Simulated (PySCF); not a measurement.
## How methods differ on the ionisation energy of Zn

Zn [Ar] 3d10 4s2 → Zn+ [Ar] 3d10 4s1 [4s1/2^1, M_J = 1/2], as a difference of total energies. Calculation: PySCF 2.14, in x2c-QZVPPall-2c (11s9p6d4f2g, 114 functions); the two-component X2C-1e Hamiltonian. Correlated levels: [Ne] frozen; the 8 highest virtual spinors dropped. "Screened" scales the spin-orbit matrix elements by Boettger's factors to mimic the two-electron term; Breit and QED terms are absent.

```
                    method  ionisation energy (eV)
 GHF (screened spin-orbit)                   7.778
GMP2 (screened spin-orbit)                   9.255
```

Task: How much does correlation contribute at GMP2 (screened spin-orbit)?

Result: 9.255 − (7.778) = 1.477 eV, measured against GHF (screened spin-orbit).

Errors of the correlated levels include the incompleteness of this basis and the frozen core.

For comparison: 9.394 eV (measured; NIST Atomic Spectra Database, ionization energies).
